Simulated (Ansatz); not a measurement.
Cl₆GeH₂Si₂ (`Cl[Si](Cl)(Cl)[GeH2][Si](Cl)(Cl)Cl`), charge 0, multiplicity 1.

(1) Give a relaxed structure at PBE0-D4/def2-TZVP (Ansatz 0.2.0). (Best estimate.)

## Answers

(1) Computed: 
Z-matrix (Å, degrees):
```
Si
Cl 1 2.038
Cl 1 2.038 2 108.7
Cl 1 2.041 2 108.5 3 117.8
Ge 1 2.373 2 110.4 3 -121.3
Si 5 2.373 1 109.8 2 60.1
H 5 1.535 1 109.1 2 -59.5
H 5 1.535 1 109.2 2 179.8
Cl 6 2.041 5 110.2 1 179.7
Cl 6 2.038 5 110.4 1 -60.4
Cl 6 2.038 5 110.4 1 59.8
```
Point group C2v.
This is one stationary point; other conformers may exist.
